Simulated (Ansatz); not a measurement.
`[OH][Ge]([Cl])([Cl])[Cl]` + H₂S → `[SH][Ge]([Cl])([Cl])[Cl]` + H₂O at 500 K and 1 bar (ligand exchange at a Ge–O bond).

Computed with Ansatz on PBE0-D4/def2-TZVP structures; ΔE is electronic, products minus reactants. CCSD(T)/CBS adds triple-zeta CCSD(T) − MP2 to the extrapolated MP2 energy (def2 sets, frozen cores). This one scheme is used for every species. For Ge outer-core shells are correlated without core-valence functions, which leaves a few kJ/mol of doubt a bond. Scalar relativity is left out up to krypton. One conformer a species, not always the lowest.

```tsv
species	CCSD(T)/CBS energy (Eh)	H − E (kJ/mol)	S (J/(mol·K))
`[OH][Ge]([Cl])([Cl])[Cl]`	-3531.37835	91.5	428.2
H₂S	-398.97279	57.0	224.0
`[SH][Ge]([Cl])([Cl])[Cl]`	-3853.97733	82.6	443.2
H₂O	-76.37941	73.2	206.3
```

H − E and S are ideal-gas, rigid-rotor, harmonic terms from PBE0-D4/def2-TZVP, for one conformer and one mirror image of each species. 1 Eh = 2625.50 kJ/mol, R = 8.31446 J/(mol·K).

Problem. By hand: ΔE, ΔH, ΔS and ΔG.

Solution. ΔE = (-3853.97733) + (-76.37941) − (-3531.37835) − (-398.97279) = -0.00560 Eh = -14.7 kJ/mol. Δ(H − E) = 82.6 + 73.2 − 91.5 − 57.0 = 7.3, so ΔH = -7.4 kJ/mol. ΔS = 443.2 + 206.3 − 428.2 − 224.0 = -2.7 J/(mol·K). ΔG = -7.4 − 500 × (-2.7)/1000 = -6.1 kJ/mol.

Problem. By hand: the equilibrium constant, and the temperature at which ΔG would vanish if ΔH and ΔS stayed fixed.

Solution. log₁₀ K = −ΔG/(RT ln 10) = 0.6. ΔG = 0 at ΔH/ΔS = 2741 K, far beyond where these terms or the molecules hold.

The number of gas molecules stays the same, so ΔS is small and ΔH decides. A doubt of 5 kJ/mol in ΔE shifts log₁₀ K by 0.5 here. Other conformers and mirror images would add mixing entropy, several J/(mol·K) or more a flexible species. These are equilibria of isolated gas molecules and say nothing of rates. Largest T1 diagnostic: 0.010 (customary marks: 0.02 for closed shells, 0.045 for open ones).
